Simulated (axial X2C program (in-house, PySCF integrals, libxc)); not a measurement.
Low determinants of HfO⁺ at the PBE0 level, without spin–orbit coupling

All values were computed with an in-house all-electron X2C program for linear molecules (integrals from PySCF). Spin-free means the one-electron spin-free X2C Hamiltonian. Basis: Hf dyall-cv3z [13s14p9d7f4g], O dyall-av3z [7s6p3d2f] (cores contracted in-house); Gaussian nuclei, density fitting, unrestricted open shells. Masses: Hf 179.947 u, O 15.995 u.

Search at 1.685 Å (vertical energies from the lowest determinant):

| ΔE (eV) | state | electrons beyond evenly filled partner blocks | electrons in σ, π, δ, φ |
| --- | --- | --- | --- |
| 0.00 | M_S = 1/2, Λ = 0 | σα | 31 32 12 4 |
| 1.07 | M_S = 1/2, Λ = 2 | δ+α | 30 32 13 4 |
| 2.79 | M_S = 1/2, Λ = 1 | π+α | 30 33 12 4 |
| 4.12 | M_S = 3/2, Λ = 2 | 2 × σα, δ+α | 30 32 13 4 |
| 4.25 | M_S = 1/2, Λ = 1 | π+α, π+β, π-α | 32 31 12 4 |
| 4.37 | M_S = 3/2, Λ = 1 | σα, π+α, π-α, π-β, δ+α | 31 31 13 4 |

Lowest determinant, M_S = 1/2, Λ = 0 (beyond evenly filled blocks: σα): Re = 1.683 Å, ωe = 1064.3 cm⁻¹.

The determinant in row 2 of the search, M_S = 1/2, Λ = 2 (beyond evenly filled blocks: δ+α), was followed along the bond at PBE0; measured from the minimum of the lowest determinant it gives:

Te = 1.070 eV (8632 cm⁻¹), Re = 1.695 Å, ωe = 1019.6 cm⁻¹.

Task: Compare the bond of the determinant in row 2 with that of the lowest one.

Result: At PBE0 its Re is 0.012 Å longer and its force constant, which goes as ωe², is 0.92 times that of the lowest determinant. T0 ≈ Te + Δωe/2 = 8632 + (-22) = 8610 cm⁻¹.

The search compares states at one distance, so a state with another bond length can lie lower; it is not exhaustive and yields mostly the lowest determinant of each block pattern, so other components and higher states of one pattern are missing. These are energies of single determinants, not of spin-adapted states; PBE0 term energies can be off by some tenths of an eV, and the functional has no current term. Spin–orbit coupling is large for these atoms, so the spin-free order is a model.
